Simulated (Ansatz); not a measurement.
Stepwise reaction of `[F][Sn]([F])([I])[I]` with hydrogen chloride, as a gas-phase model of exchange steps in deposition or etching. ΔE in kJ/mol; ΔG adds harmonic PBE0-D4 terms to CCSD(T)/CBS, at 1 bar.

Program: Ansatz. Geometries: PBE0-D4/def2-TZVP. ΔE: electronic, gas phase. CBS: MP2 limit from def2 TZ/QZ plus the TZ coupled-cluster correction, frozen cores. This one scheme is used for every species. Functionals use def2-TZVPP. B3LYP here is the variant with VWN-RPA as its local correlation; programs differ in this. def2 core potentials past Kr. For I, Sn outer-core shells are correlated without core-valence functions, which leaves a few kJ/mol of doubt a bond.

| step | reaction | PBE-D4 | B3LYP-D4 | ωB97M-V | CCSD(T)/CBS | ΔG(400 K) |
| --- | --- | --- | --- | --- | --- | --- |
| 1 | `[F][Sn]([F])([I])[I]` + HCl → `[F][Sn]([F])([Cl])[I]` + HI | 29.4 | 28.3 | 24.2 | 32.0 | 26.8 |

**Question.** Give the row of step 2, `[F][Sn]([F])([Cl])[I]` + HCl → `[F][Sn]([F])([Cl])[Cl]` + HI. (Best estimate.)

**Answer.** The calculation gave: 
```json
{"step": "2", "reaction": "`[F][Sn]([F])([Cl])[I]` + HCl → `[F][Sn]([F])([Cl])[Cl]` + HI", "PBE-D4": "31.2", "B3LYP-D4": "30.0", "ωB97M-V": "25.9", "CCSD(T)/CBS": "33.3", "ΔG(400 K)": "32.6"}
```

**Question.** By hand: ΔE of the 2 steps together at CCSD(T)/CBS.

**Answer.** (32.0) + (33.3) = 65.3 kJ/mol, or 32.6 kJ/mol a step.

In ΔE the steps differ by no more than 1.3 kJ/mol. All are uphill at CCSD(T)/CBS. ΔG lies between 26.8 and 32.6 kJ/mol a step. PBE-D4 differs from CCSD(T)/CBS by -2.6 to -2.1 kJ/mol a step. Isolated molecules leave out the surface, adducts and barriers. Largest T1 diagnostic: 0.013.
